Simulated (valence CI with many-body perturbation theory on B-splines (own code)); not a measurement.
**Lu LVIII: what each term of the Hamiltonian does**

Calculated by relativistic CI+MBPT: four valence electrons over a frozen Dirac-Fock core [Ne], radial functions for each j: 11 s, 11 p, 9 d, 7 f, 5 g, 2 h, 1 i, with the one-electron correlation potential Σ1 (screened to all orders), the two-electron term Σ2, the three-electron term Σ3, Breit, model QED; selected single and double excitations, second order for the rest (own B-spline code, finite nucleus).

The last digits are not significant, and no measured levels were compared; by estimate large intervals hold to a few tenths of a per cent, small ones and those within an open d or f shell to about a per cent.

Each rung adds one term. CI alone is the Dirac-Coulomb CI over the frozen core; QED comes last and gives the full result, which names the levels. Energies are above (3s^2 3p1/2^2) J=0 on the same rung, in eV.

Levels are named by their leading jj configuration (3d3/2^4 stands for four electrons in 3d with j = 3/2), which in mixed levels can hold well under half, so a name can repeat and another be missing. Letters in brackets count levels of one name in rising energy.

```csv
Level,CI alone
(3s^2 3p1/2 3p3/2) J=1,287.05
(3s^2 3p1/2 3p3/2) J=2,296.46
(3s 3p1/2^2 3p3/2) J=2,445.81
(3s 3p1/2^2 3p3/2) J=1,472.60
(3s^2 3p1/2 3d3/2) J=2,498.58
(3s^2 3p1/2 3d3/2) J=1,539.66
(3s^2 3p1/2 3d5/2) J=2,585.10
(3s^2 3p1/2 3d5/2) J=3,586.61
(3s^2 3p3/2^2) J=2,589.93
(3s^2 3p3/2^2) J=0,608.95
(3s 3p1/2^2 3d3/2) J=1,660.41
(3s 3p1/2^2 3d3/2) J=2,667.65
(3s 3p1/2 3p3/2^2) J=2 [a],725.35
(3s 3p1/2^2 3d5/2) J=3,743.13
(3s 3p1/2 3p3/2^2) J=3,743.36
(3s 3p1/2 3p3/2^2) J=0,753.45
```

(1) What do these energies become with core correlation, Breit and QED?

(2) How does the ionisation energy move along the ladder, and which term matters most?

Results:

(1) (3s^2 3p1/2 3p3/2) J=1 284.05 (-3.007); (3s^2 3p1/2 3p3/2) J=2 292.96 (-3.499); (3s 3p1/2^2 3p3/2) J=2 441.68 (-4.129); (3s 3p1/2^2 3p3/2) J=1 468.34 (-4.262); (3s^2 3p1/2 3d3/2) J=2 493.03 (-5.551); (3s^2 3p1/2 3d3/2) J=1 533.89 (-5.771); (3s^2 3p1/2 3d5/2) J=2 578.10 (-6.992); (3s^2 3p1/2 3d5/2) J=3 579.04 (-7.563); (3s^2 3p3/2^2) J=2 583.69 (-6.242); (3s^2 3p3/2^2) J=0 603.09 (-5.864); (3s 3p1/2^2 3d3/2) J=1 654.54 (-5.871); (3s 3p1/2^2 3d3/2) J=2 661.40 (-6.256); (3s 3p1/2 3p3/2^2) J=2 [a] 718.49 (-6.856); (3s 3p1/2^2 3d5/2) J=3 734.95 (-8.182); (3s 3p1/2 3p3/2^2) J=3 735.60 (-7.762); (3s 3p1/2 3p3/2^2) J=0 746.85 (-6.600).

(2) CI alone 5946.9, + Σ1 5948.1, + Σ2 5948.2, + Σ3 5948.0, + Breit 5939.3, + QED 5939.2 eV. The largest step is Breit, -8.6 eV. NIST lists 5937 ± 6 eV (theoretical).
